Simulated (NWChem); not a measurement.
All runs are NWChem calculations. System: HBN, charge 0, spin multiplicity 2, at a geometry optimised with UPBE/def2-SVP. The structure started from a generated list of species. Its SCF solution wasn't tested for a lower state. Level: UHF/def2-TZVP.

Part of the output:

```
             Northwest Computational Chemistry Package (NWChem) 7.3.0
             --------------------------------------------------------

                                NWChem Input Module
                                -------------------

 Scaling coordinates for geometry "geometry" by  1.889725989
 (inverse scale =  0.529177249)

 Turning off AUTOSYM since
 SYMMETRY directive was detected!

                             Geometry "geometry" -> ""
                             -------------------------

 Output coordinates in angstroms (scale by  1.889725989 to convert to a.u.)

  No.       Tag          Charge          X              Y              Z
 ---- ---------------- ---------- -------------- -------------- --------------
    1 B                    5.0000     0.00000000     0.00000000    -0.62006300
    2 N                    7.0000     0.00000000     0.00000000     0.70214800
    3 H                    1.0000     0.00000000     0.00000000    -1.81472000

 Effective nuclear repulsion energy (a.u.)      17.6942844005

            Nuclear Dipole moment (a.u.)
            ----------------------------
        X                 Y               Z
 ---------------- ---------------- ----------------
     0.0000000000     0.0000000000     0.0000018897

      Symmetry information
      --------------------

 Group name             C2v
 Group number             16
 Group order               4
 No. of unique centers     3

      Symmetry unique atoms

     1    2    3


 Summary of "ao basis" -> "" (spherical)
 ------------------------------------------------------------------------------
       Tag                 Description            Shells   Functions and Types
 ---------------- ------------------------------  ------  ---------------------
 *                         def2-tzvp                  on all atoms

 Summary of "ao basis" -> "ao basis" (spherical)
 ------------------------------------------------------------------------------
       Tag                 Description            Shells   Functions and Types
 ---------------- ------------------------------  ------  ---------------------
 B                         def2-tzvp                11       31   5s3p2d1f
 N                         def2-tzvp                11       31   5s3p2d1f
 H                         def2-tzvp                 4        6   3s1p

                                 NWChem SCF Module
                                 -----------------

  ao basis        = "ao basis"
  functions       =    68
  atoms           =     3
  alpha electrons =     7
  beta  electrons =     6
  charge          =   0.00
  wavefunction    = UHF
  use symmetry    = T
  symmetry adapt  = T

 Summary of "ao basis" -> "ao basis" (spherical)
 ------------------------------------------------------------------------------
       Tag                 Description            Shells   Functions and Types
 ---------------- ------------------------------  ------  ---------------------
 B                         def2-tzvp                11       31   5s3p2d1f
 N                         def2-tzvp                11       31   5s3p2d1f
 H                         def2-tzvp                 4        6   3s1p

      Symmetry analysis of basis
      --------------------------

        a1         32
        a2          6
        b1         15
        b2         15

 Forming initial guess at       0.1s

   Symmetry analysis of molecular orbitals - initial alpha
   -------------------------------------------------------

  Numbering of irreducible representations:

     1 a1          2 a2          3 b1          4 b2

  Orbital symmetries:

     1 a1          2 a1          3 a1          4 a1          5 b1
     6 a1          7 b2          8 b1          9 b2         10 a1
    11 a1         12 b1         13 b2         14 a1         15 a1
    16 a1         17 a2

   Symmetry analysis of molecular orbitals - initial beta
   ------------------------------------------------------

  Numbering of irreducible representations:

     1 a1          2 a2          3 b1          4 b2

  Orbital symmetries:

     1 a1          2 a1          3 a1          4 a1          5 a1
     6 b2          7 b1          8 b2          9 b1         10 a1
[...]
  ----- ------------  ---------------      ----- ------------  ---------------
    38      0.378552  2 N  py                41      0.355933  2 N  py
    44      0.215121  2 N  py                 7      0.190893  1 B  py
    10      0.162109  1 B  py

 Vector    8  Occ=0.000000D+00  E= 8.786020D-02  Symmetry=b1
              MO Center=  2.3D-14, -2.4D-16, -7.9D-01, r^2= 4.4D+00
   Bfn.  Coefficient  Atom+Function         Bfn.  Coefficient  Atom+Function
  ----- ------------  ---------------      ----- ------------  ---------------
    12      0.940204  1 B  px                43     -0.445390  2 N  px
     6      0.203713  1 B  px                37     -0.195941  2 N  px
     9      0.161919  1 B  px

 Vector    9  Occ=0.000000D+00  E= 1.067029D-01  Symmetry=b2
              MO Center= -1.1D-15,  9.9D-15, -8.0D-01, r^2= 4.7D+00
   Bfn.  Coefficient  Atom+Function         Bfn.  Coefficient  Atom+Function
  ----- ------------  ---------------      ----- ------------  ---------------
    13      1.005291  1 B  py                44     -0.475170  2 N  py
    38     -0.199346  2 N  py                 7      0.180789  1 B  py

 Vector   10  Occ=0.000000D+00  E= 1.166933D-01  Symmetry=a1
              MO Center= -6.0D-15,  1.2D-14, -5.9D-01, r^2= 6.5D+00
   Bfn.  Coefficient  Atom+Function         Bfn.  Coefficient  Atom+Function
  ----- ------------  ---------------      ----- ------------  ---------------
     5      2.852234  1 B  s                 36     -1.530857  2 N  s
    65     -1.300008  3 H  s                 11      0.542829  1 B  pz
    45      0.472635  2 N  pz                22      0.233333  1 B  d  0
    14     -0.202504  1 B  pz                35     -0.154600  2 N  s

                     UHF Final Beta Molecular Orbital Analysis
                     -----------------------------------------

 Vector    4  Occ=1.000000D+00  E=-6.577762D-01  Symmetry=a1
              MO Center= -4.1D-16, -2.6D-15, -1.4D+00, r^2= 9.9D-01
   Bfn.  Coefficient  Atom+Function         Bfn.  Coefficient  Atom+Function
  ----- ------------  ---------------      ----- ------------  ---------------
     4      0.260277  1 B  s                 64      0.258234  3 H  s
     3      0.240297  1 B  s                  8     -0.207621  1 B  pz
    63      0.176940  3 H  s                 11     -0.161580  1 B  pz

 Vector    5  Occ=1.000000D+00  E=-4.962486D-01  Symmetry=a1
              MO Center= -8.6D-17, -7.3D-18,  7.7D-01, r^2= 1.0D+00
   Bfn.  Coefficient  Atom+Function         Bfn.  Coefficient  Atom+Function
  ----- ------------  ---------------      ----- ------------  ---------------
    39      0.370253  2 N  pz                42      0.298755  2 N  pz
    35      0.276850  2 N  s                 36      0.235778  2 N  s
     8     -0.220521  1 B  pz                45      0.173818  2 N  pz

 Vector    6  Occ=1.000000D+00  E=-3.939441D-01  Symmetry=b2
              MO Center= -3.7D-16,  4.9D-16,  1.9D-01, r^2= 1.4D+00
   Bfn.  Coefficient  Atom+Function         Bfn.  Coefficient  Atom+Function
  ----- ------------  ---------------      ----- ------------  ---------------
    38      0.307109  2 N  py                41      0.283829  2 N  py
     7      0.262171  1 B  py                10      0.249466  1 B  py
    44      0.194599  2 N  py

 Vector    7  Occ=0.000000D+00  E=-2.974008D-03  Symmetry=b1
              MO Center= -5.8D-15,  2.6D-16, -2.4D-01, r^2= 2.8D+00
   Bfn.  Coefficient  Atom+Function         Bfn.  Coefficient  Atom+Function
  ----- ------------  ---------------      ----- ------------  ---------------
    12      0.486761  1 B  px                 6      0.252129  1 B  px
     9      0.199656  1 B  px                37      0.174479  2 N  px
    40      0.170181  2 N  px

 Vector    8  Occ=0.000000D+00  E= 1.192262D-01  Symmetry=a1
              MO Center=  6.4D-15, -5.3D-16, -7.7D-01, r^2= 6.6D+00
   Bfn.  Coefficient  Atom+Function         Bfn.  Coefficient  Atom+Function
  ----- ------------  ---------------      ----- ------------  ---------------
     5      2.918485  1 B  s                 65     -1.411126  3 H  s
    36     -1.317676  2 N  s                 11      0.529958  1 B  pz
    14     -0.443480  1 B  pz                45      0.434792  2 N  pz
    22      0.207393  1 B  d  0

 Vector    9  Occ=0.000000D+00  E= 1.193889D-01  Symmetry=b2
              MO Center=  3.6D-15,  7.9D-15, -6.8D-01, r^2= 4.7D+00
   Bfn.  Coefficient  Atom+Function         Bfn.  Coefficient  Atom+Function
  ----- ------------  ---------------      ----- ------------  ---------------
    13      1.012162  1 B  py                44     -0.569012  2 N  py
    38     -0.232196  2 N  py

 center of mass
 --------------
 x =   0.00000000 y =   0.00000000 z =   0.08546851

 moments of inertia (a.u.)
 ------------------
          51.431431152927           0.000000000000           0.000000000000
           0.000000000000          51.431431152927           0.000000000000
           0.000000000000           0.000000000000           0.000000000000

  Mulliken analysis of the total density
  --------------------------------------

    Atom       Charge   Shell Charges
 -----------   ------   -------------------------------------------------------
    1 B    5     4.90   0.92  1.06  0.53  0.52  0.04  0.85  0.74  0.13  0.05  0.06  0.02
    2 N    7     7.20   0.82  1.15  0.60  0.88  0.28  1.32  1.46  0.66  0.01  0.03  0.00
    3 H    1     0.89   0.24  0.49  0.15  0.01

  Mulliken analysis of the alpha density
  --------------------------------------

    Atom       Charge   Shell Charges
 -----------   ------   -------------------------------------------------------
    1 B    5     2.45   0.46  0.53  0.26  0.26  0.02  0.43  0.37  0.05  0.03  0.04  0.01
    2 N    7     4.11   0.41  0.58  0.31  0.46  0.15  0.85  0.94  0.39  0.00  0.02  0.00
    3 H    1     0.45   0.12  0.24  0.08  0.01

   Mulliken analysis of the beta density
   -------------------------------------

    Atom       Charge   Shell Charges
 -----------   ------   -------------------------------------------------------
    1 B    5     2.46   0.46  0.53  0.27  0.26  0.02  0.43  0.37  0.07  0.02  0.02  0.01
    2 N    7     3.10   0.41  0.58  0.29  0.42  0.14  0.47  0.51  0.26  0.00  0.01  0.00
    3 H    1     0.45   0.12  0.24  0.08  0.01

   Mulliken analysis of the spin density
   -------------------------------------

    Atom       Charge   Shell Charges
 -----------   ------   -------------------------------------------------------
    1 B    5    -0.01  -0.00  0.00 -0.02  0.00 -0.00  0.00 -0.00 -0.02  0.01  0.01  0.00
    2 N    7     1.01   0.00 -0.00  0.02  0.04  0.01  0.37  0.43  0.13  0.00  0.01 -0.00
    3 H    1     0.00  -0.00  0.00  0.00 -0.00

       Multipole analysis of the density wrt the origin
       ------------------------------------------------

     L   x y z        total         alpha         beta         nuclear
     -   - - -        -----         -----         ----         -------
     0   0 0 0     -0.000000     -7.000000     -6.000000     13.000000

     1   1 0 0      0.000000      0.000000      0.000000      0.000000
     1   0 1 0      0.000000     -0.000000      0.000000      0.000000
     1   0 0 1     -1.291865     -1.262982     -0.028885      0.000002

     2   2 0 0     -7.908667     -4.871880     -3.036787      0.000000
     2   1 1 0     -0.000000     -0.000000      0.000000      0.000000
     2   1 0 1      0.000000      0.000000     -0.000000      0.000000
     2   0 2 0     -9.611321     -4.846119     -4.765202      0.000000
     2   0 1 1     -0.000000      0.000000     -0.000000      0.000000
     2   0 0 2     -9.263474    -20.897572    -19.315181     30.949279

 Task  times  cpu:        1.0s     wall:        1.0s

 Total times  cpu:        1.1s     wall:        1.1s
```

Task: Write an NWChem input that would produce this output.

Result: One answer among several that fit: 
```
start mol
memory heap 200 mb stack 900 mb global 1100 mb
geometry units angstroms nocenter noautoz
  B      0.000000     0.000000    -0.620063
  N      0.000000     0.000000     0.702148
  H      0.000000     0.000000    -1.814720
  symmetry group C2v
end
basis spherical
  * library def2-tzvp
end
scf
  uhf
  nopen 1
  maxiter 100
  thresh 1e-7
  semidirect memsize 60000000 filesize 0
  # guess.movecs holds the orbitals of an unrestricted PBE0 run
  vectors input guess.movecs output mol.movecs
end
task scf energy
```
